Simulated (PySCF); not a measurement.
PySCF job for ReO2, SMILES [O]=[Re]=[O] (connectivity only; charge and spin as stated), neutral, multiplicity 4, B3LYP-D3(BJ)/def2-TZVP. The structure is a stationary point at B3LYP-D3(BJ)/def2-TZVP. The multiplicity is an assumed one; other spin states were not compared. The def2 effective core potentials stand for the cores of Re; spin–orbit coupling is left out.

```python
import numpy as np
from pyscf import gto, scf, dft, df
from pyscf.hessian import thermo

mol = gto.M(
    atom='''
    Re    0.00000000    0.00000000    0.12116561
    O     0.00000000    1.57128016   -0.56796379
    O     0.00000000   -1.57128016   -0.56796379
    ''',
    basis='def2-TZVP',
    ecp={'Re': 'def2-tzvp'},
    charge=0,
    spin=3,
    max_memory=1600,
    verbose=3,
)
mf = dft.UKS(mol, xc='b3lyp').density_fit(auxbasis='def2-universal-jkfit')
mf.disp = 'd3bj'
mf.grids.level = 3
mf.conv_tol = 1e-11
mf.max_cycle = 100
mf.kernel()
fine, coarse = mf.grids, dft.Grids(mol).set(level=1).build(with_non0tab=True)
for _ in range(3):  # follow internal instabilities
    mf.grids = coarse
    mo, _, stable, _ = mf.stability(return_status=True, nroots=4)
    mf.grids = fine
    if stable:
        break
    mf.kernel(mf.make_rdm1(mo, mf.mo_occ))

# [left out here: the lines that compute and print the analytic Hessian (its translational invariance restored by hand, since the grid's response is missing), thermochemistry and intensities]
```

Program output:

```

WARN: HOMO -0.333315702597992 >= LUMO -0.360200643657486


WARN: HOMO -0.0845201249022765 >= LUMO -0.155566612125657

converged SCF energy = -228.827677890536  <S^2> = 3.7603519  2S+1 = 4.0051726
<class 'pyscf.df.df_jk.DFUKS'> wavefunction is stable in the internal stability analysis

WARN: DFTD3 does not support analytical Hessian, using finite difference


WARN: Mole.unit (angstrom) is changed to Bohr

Mode                                 0                   1                   2
Irrep
Freq [cm^-1]                      256.5551            961.4256           1016.2562
Reduced mass [au]                  17.8455             18.0809             16.5035
Force const [Dyne/A]                0.6921              9.8469             10.0423
Char temp [K]                     369.1256           1383.2774           1462.1664
Normal mode                   x     y     z       x     y     z       x     y     z
       0  Re                 0.00 -0.00 -0.02   -0.00 -0.03  0.00   -0.00  0.00  0.01
       1   O                -0.00  0.08  0.14    0.00  0.15 -0.07    0.00  0.16 -0.08
       2   O                -0.00 -0.08  0.14    0.00  0.15  0.07    0.00 -0.16 -0.08
temperature 298.1500 [K]
pressure 101325.00 [Pa]
Rotational constants [GHz] 38.97279 6.39716 5.49516
Symmetry number 2
Zero-point energy (ZPE) 0.00509 [Eh]   13363.705 [J/mol]
                           tot       elec      trans        rot        vib
Entropy [J/mol/K]       285.685     11.526    175.911     90.373      7.874
Cv [J/mol/K]             35.541      0.000     12.472     12.472     10.597
Cp [J/mol/K]             43.855      0.000     20.786     12.472     10.597
Internal energy [J/mol]                      3718.434   3718.434  14819.997
Internal energy [Eh]   -228.81920  -228.82768
Enthalpy [J/mol]                             6197.391   3718.434  14819.997
Enthalpy [Eh]          -228.81826
Gibbs free energy [J/mol]                  -46250.562 -23226.302  12472.347
Gibbs free energy [Eh] -228.85070
mode   freq/cm-1   IR/(km/mol)
   1      256.56         2.487
   2      961.43       241.435
   3     1016.26        35.626
max |gradient| / (hartree/bohr): 0.00010382856781569158
APT charges: [ 1.2782 -0.6391 -0.6391]
```

The calculation finished and met its thresholds.
